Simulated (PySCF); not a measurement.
A species of formula C5HF3O3 has this rotational fingerprint, computed with PBE0/pcSseg-1 in PySCF (dipole) on a GFN2-xTB geometry, gas phase:

| Quantity | Value |
| --- | --- |
| Rotational constants | A = 2083, B = 814.5, C = 652.1 MHz |
| Dipole components | \|μa\| = 0.71 D, \|μb\| = 2.62 D, \|μc\| = 0.00 D |
| Inertial defect | -88.19 u·Å² |
| κ | -0.77 |

**Question.** Which structure is it? (One computed conformer of each.)
A. `[O:1]=[c:2]1[c:3]([F:4])[c:5]([O:6][CH:7]([F:8])[F:9])[c:10]1=[O:11]` with C3–C5–O6–C7 173°, C5–O6–C7–F8 159°
B. `O=C1C=C(C(F)(F)F)C(=O)O1`

**Answer.** B. It is O=C1C=C(C(F)(F)F)C(=O)O1, an asymmetric top, point group Cs. The candidates at the same level (rigid rotor, commonest isotopes):

| SMILES | A (MHz) | B (MHz) | C (MHz) | μa (D) | μb (D) | μc (D) | Δ (u·Å²) | point group | rotor |
| --- | --- | --- | --- | --- | --- | --- | --- | --- | --- |
| O=C1C=C(C(F)(F)F)C(=O)O1 | 2083 | 814.5 | 652.1 | 0.71 | 2.62 | 0.00 | -88.19 | Cs | asymmetric top |
| O=c1c(F)c(OC(F)F)c1=O | 1997 | 689.1 | 551.6 | 1.41 | 1.41 | 0.76 | -70.30 | C1 | asymmetric top |

`O=c1c(F)c(OC(F)F)c1=O` has C 15 % too low. In the right answer the mirror of this Cs structure is the ab plane, so μc vanishes by symmetry. No structure here is proved a minimum.
